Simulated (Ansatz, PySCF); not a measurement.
C3H7NOSi, SMILES C#CCN[SiH2]O. Atoms are numbered in the order given.

```xyz
13

C      1.9923     1.8711    -0.0211
C      1.7578     0.6830     0.0350
C      1.4130    -0.7448     0.1057
N      0.1033    -1.0219     0.6583
Si    -1.3413    -0.5968    -0.2093
O     -1.7141     1.0270    -0.2038
H      2.2208     2.9203    -0.0643
H      1.4678    -1.1632    -0.9150
H      2.1935    -1.2730     0.6799
H      0.0770    -0.9109     1.6679
H     -2.4964    -1.2637     0.4416
H     -1.0982    -1.0870    -1.5998
H     -0.9809     1.6081    -0.4350
```

Geometry optimised at PBE0-D3(BJ)/def2-SVP. The structure was generated by enumeration, and PubChem lists no compound with its InChIKey, so it may never have been made. One conformer was computed; it need not be the lowest.

Two levels are set side by side: PBE-D3(BJ)/def2-SVP (Ansatz, an electronic-structure program) and PBE0-D3(BJ)/def2-SVP (Ansatz). Each level has its own optimised geometry; the coordinates shown are those of the second. Frequencies come from the Hessian of PySCF at each geometry. Differences are taken from unrounded values.

| quantity | PBE0-D3(BJ) | PBE-D3(BJ) | PBE-D3(BJ) minus PBE0-D3(BJ) |
|---|---|---|---|
| mean bond length (Å) | 1.315 | 1.326 | 0.011 |
| bond C1–C2 (Å) | 1.212 | 1.225 | 0.012 |
| bond C2–C3 (Å) | 1.471 | 1.475 | 0.004 |
| bond C3–N4 (Å) | 1.448 | 1.461 | 0.013 |
| bond N4–Si5 (Å) | 1.738 | 1.755 | 0.017 |
| bond Si5–O6 (Å) | 1.666 | 1.683 | 0.017 |
| bond C1–H7 (Å) | 1.075 | 1.081 | 0.007 |
| bond C3–H8 (Å) | 1.104 | 1.114 | 0.009 |
| bond C3–H9 (Å) | 1.104 | 1.113 | 0.009 |
| bond N4–H10 (Å) | 1.016 | 1.026 | 0.010 |
| bond Si5–H11 (Å) | 1.484 | 1.495 | 0.011 |
| bond Si5–H12 (Å) | 1.494 | 1.506 | 0.012 |
| bond O6–H13 (Å) | 0.964 | 0.976 | 0.012 |
| highest harmonic wavenumber (cm⁻¹) | 3899 | 3718 | -181 |
| mean harmonic wavenumber (cm⁻¹) | 1281 | 1236 | -46 |
| zero-point energy (kcal/mol) | 60.45 | 58.29 | -2.16 |

GGA bonds tend to be longer and softer than those of functionals with exact exchange. Differences between two approximate levels are no errors against the true value.
